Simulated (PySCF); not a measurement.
hexafluorodisiloxane (F$_{6}$OSi$_{2}$), singlet, geometry from GFN2-xTB; CAMB3LYP/STO-3G (PySCF).

Here is a job for PySCF.
```python
from pyscf import gto, scf, dft

mol = gto.Mole()
mol.atom = '''
    F     2.218853    0.193344   -1.147683
    Si    1.492425    0.321862    0.239644
    F     2.338345   -0.414561    1.337487
    F     1.398426    1.848744    0.600708
    O     0.057398   -0.361763    0.188583
    Si   -1.482674   -0.383318   -0.207607
    F    -1.719863    0.177182   -1.656798
    F    -2.326405    0.484527    0.794317
    F    -1.975544   -1.872070   -0.145495
'''
mol.basis = 'sto-3g'
mol.charge = 0
mol.spin = 0
mol.verbose = 4
mol.symmetry = True
mol.build()

mf = dft.RKS(mol)
mf.xc = 'camb3lyp'
mf.kernel()
mf.analyze()
```

What the program printed (banner, timings and long lists left out):

```
PySCF version 2.14.0

[INPUT] verbose = 4
[INPUT] num. atoms = 9
[INPUT] num. electrons = 90
[INPUT] charge = 0
[INPUT] spin (= nelec alpha-beta = 2S) = 0
[INPUT] symmetry True subgroup None
[INPUT] Mole.unit = angstrom
[INPUT] Symbol           X                Y                Z      unit          X                Y                Z       unit  Magmom
[...]
nuclear repulsion = 738.499054045452
point group symmetry = C1
symmetry origin: [0. 0. 0.]
symmetry axis x: [1. 0. 0.]
symmetry axis y: [0. 1. 0.]
symmetry axis z: [0. 0. 1.]
num. orbitals of irrep A = 53
number of shells = 31
number of NR pGTOs = 159
number of NR cGTOs = 53
basis = sto-3g
ecp = {}

******** <class 'pyscf.dft.rks.RKS'> ********
method = RKS
initial guess = minao
damping factor = 0
level_shift factor = 0
DIIS = <class 'pyscf.scf.diis.CDIIS'>
diis_start_cycle = 1
diis_space = 8
diis_damp = 0
SCF conv_tol = 1e-09
SCF conv_tol_grad = None
SCF max_cycles = 50
direct_scf = True
direct_scf_tol = 1e-13
XC library pyscf.dft.libxc version 7.1.2
    S. Lehtola, C. Steigemann, M. J. T. Oliveira, and M. A. L. Marques,  SoftwareX 7, 1–5 (2018)
XC functionals = camb3lyp
    T. Yanai, D. P. Tew, and N. C. Handy,  Chem. Phys. Lett. 393, 51 (2004)
radial grids:
    Treutler-Ahlrichs [JCP 102, 346 (1995); DOI:10.1063/1.469408] (M4) radial grids

becke partition: Becke, JCP 88, 2547 (1988); DOI:10.1063/1.454033
pruning grids: <function nwchem_prune>
grids dens level: 3
symmetrized grids: True
atomic radii adjust function: <function treutler_atomic_radii_adjust>
small_rho_cutoff = 0
Set gradient conv threshold to 3.16228e-05
Initial guess from minao.
tot grids = 138016
init E= -1237.7457439165
[...]
cycle= 1 E= -1236.3460990021  delta_E=  1.4  |g|= 0.934  |ddm|= 4.02
[...]
cycle= 2 E= -1236.62323426408  delta_E= -0.277  |g|= 0.46  |ddm|= 2.26
[...]
cycle= 3 E= -1236.69293730362  delta_E= -0.0697  |g|= 0.0113  |ddm|= 0.681
[...]
cycle= 4 E= -1236.69298719835  delta_E= -4.99e-05  |g|= 0.00651  |ddm|= 0.0314
[...]
cycle= 5 E= -1236.69300355017  delta_E= -1.64e-05  |g|= 0.000919  |ddm|= 0.0122
[...]
cycle= 6 E= -1236.69300390844  delta_E= -3.58e-07  |g|= 0.000409  |ddm|= 0.00227
[...]
cycle= 7 E= -1236.6930039615  delta_E= -5.31e-08  |g|= 6.47e-05  |ddm|= 0.000681
[...]
cycle= 8 E= -1236.69300396324  delta_E= -1.74e-09  |g|= 2.5e-06  |ddm|= 0.000138
[...]
cycle= 9 E= -1236.69300396324  delta_E= -2.27e-12  |g|= 1.25e-06  |ddm|= 7.74e-06
[...]
Extra cycle  E= -1236.69300396324  delta_E= 4.55e-12  |g|= 8.38e-07  |ddm|= 3.59e-06
converged SCF energy = -1236.69300396324
**** SCF Summaries ****
Total Energy =                       -1236.693003963235924
Nuclear Repulsion Energy =             738.499054045451885
One-electron Energy =                -3204.983574633801254
Two-electron Energy =                 1229.791516625113445
Two-electron Coulomb Energy =         1344.279369605661486
DFT Exchange-Correlation Energy =     -114.487852980547999
HOMO-LUMO gap [eV] =                    14.084312815985779
**** MO energy ****
[...]
 ** Mulliken pop on meta-lowdin orthogonal AOs  **
 ** Mulliken pop  **
 ** Mulliken atomic charges  **
charge of    0F =     -0.22167
charge of    1Si =      0.89909
charge of    2F =     -0.21906
charge of    3F =     -0.22290
charge of    4O =     -0.47094
charge of    5Si =      0.89909
charge of    6F =     -0.22290
charge of    7F =     -0.22167
charge of    8F =     -0.21906
Dipole moment(X, Y, Z, Debye): -0.02030,  0.12799, -0.06672
```
